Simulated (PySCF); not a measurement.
Ge(Br)2(Me)(Et), C3H8Br2Ge, SMILES C[CH2][Ge]([CH3])([Br])[Br], singlet at its PBE0/def2-SVP optimised geometry (Å):

```
14

C      1.0884    -1.4929     0.0616
C      0.4753    -0.1001     0.0000
Ge    -1.4752    -0.1001     0.0000
C     -2.3614    -1.0179    -1.4614
Br    -2.1881     2.1074     0.0000
Br    -2.1903    -1.0772     1.9833
H      0.8070    -2.1074    -0.8082
H      0.7704    -2.0323     0.9670
H      2.1881    -1.4374     0.0780
H      0.7815     0.4432    -0.9099
H      0.7861     0.5185     0.8564
H     -2.0672    -2.0775    -1.4678
H     -3.4499    -0.9475    -1.3326
H     -2.0791    -0.5505    -2.4160
```

Method: PBE0/def2-TZVP (PySCF). Cells within 0.4 Å of a nucleus heavier than hydrogen are left out (blank, or x).

Map of the electron localisation function on the plane z = 0.0 Å:

```
|0000000000000000000000000000000|
|0000000001000000000000000000000|
|0000011223321000000000000000000|
|0001234555553200000000000000000|
|0013456677775410000000000000000|
|0135677778887530000000000000000|
|0257885113888631000000000000000|
|1367871xx2588630000000000000000|
|1368872xxx387520000000000000000|
|1367871xx2476300000000000000000|
|0357885113764100000000000000000|
|0135677777752000122210000000000|
|0012456776432222344421000000000|
|0000123421111555566531000000000|
|0000002214751586226531000000000|
|000000212xxx2496xx2531000000000|
|000001222xxx2496xx4531011100000|
|0000002312531587679743578740000|
|0000001331112455799768999982000|
|000000012221111366xx69999995000|
|000000001110000243xx49999995000|
|000000000000000255xx59999994000|
|0000000000000002566556899971000|
|0000000000000002456433467630000|
|0000000000000001233311112100000|
|0000000000000000111100000000000|
|0000000000000000000000000000000|
|0000000000000000000000000000000|
|0000000000000000000000000000000|
|0000000000000000000000000000000|
|0000000000000000000000000000000|
```
Scale: ten equal steps from 0.000 (start of '0') to 1.000 (end of '9'), in the order '0123456789'; x runs from -4.50 to 4.50, y from -4.50 (bottom) to 4.50 (top).
